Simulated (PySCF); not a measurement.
# Solvent effects on NMR parameters

Atoms are numbered as in `[CH2:1]=[CH:2][C@@H:3]([F:4])[C@H:5]1[CH2:6][C@@H:7]1[CH2:8][CH:9]=[O:10]`; H(Xn) means a hydrogen on atom n. Ha(C1) is cis to C3; Ha(C6) is cis to C3 on the ring; Ha(C8) is pro-R; Hb(C8) is pro-S; Hb(C1) is trans to C3; Hb(C6) is trans to C3 on the ring.

GIAO PBE0/pcSseg-1 in PySCF on one PBE0-D3(BJ)/def2-SVP conformer, non-relativistic, equivalent nuclei averaged. Solvents enter as an IEF-PCM continuum (cyclohexane with ε = 2.0, water with ε = 78.4) around the gas-phase geometry. Shifts are referred to TMS, CFCl3 computed in the same medium.

In cyclohexane, δ in ppm: C9 207.1, C2 146.7, C1 120.2, C3 99.0, C8 53.1, C5 23.2, C6 12.3, C7 12.1, F4 -208.9, H(C9) 9.87, H(C2) 6.21, Ha(C1) 5.82, Hb(C1) 5.55, H(C3) 3.99. Dipole moment 2.73 D.

Problem. How does each δ change in the more polar medium?

Solution. 
| atoms | environment | Δδ, water |
| --- | --- | --- |
| C9 | aldehyde carbonyl carbon | +6.2 |
| C2 | alkene CH | +2.4 |
| C1 | terminal =CH2 carbon | -0.7 |
| C3 | allylic sp3 CH bonded to F | +1.0 |
| C8 | sp3 CH2 α to a carbonyl | +0.3 |
| C5 | three-membered-ring carbon | +0.2 |
| C6 | three-membered-ring carbon | 0.0 |
| C7 | three-membered-ring carbon | +0.4 |
| F4 | fluorine on an sp3 carbon | -2.3 |
| H(C9) | hydrogen on an aldehyde carbonyl carbon | +0.03 |
| H(C2) | hydrogen on an alkene CH | +0.20 |
| Ha(C1) | hydrogen on a terminal =CH2 carbon | -0.08 |
| Hb(C1) | hydrogen on a terminal =CH2 carbon | +0.06 |
| H(C3) | hydrogen on an allylic sp3 CH bonded to F | +0.17 |

Changes are relative to cyclohexane. The dipole moment becomes 3.21 D in water.

Problem. Which of the listed nuclei move most (in ppm), and what does the model miss? (N and O are left out, as their reference compounds move with the solvent too.)

Solution. C9 (aldehyde carbonyl carbon, +6.2 ppm) in water. A continuum only polarises the solute; specific hydrogen bonds, the anisotropy of aromatic solvents and changes of geometry or conformer are outside it.
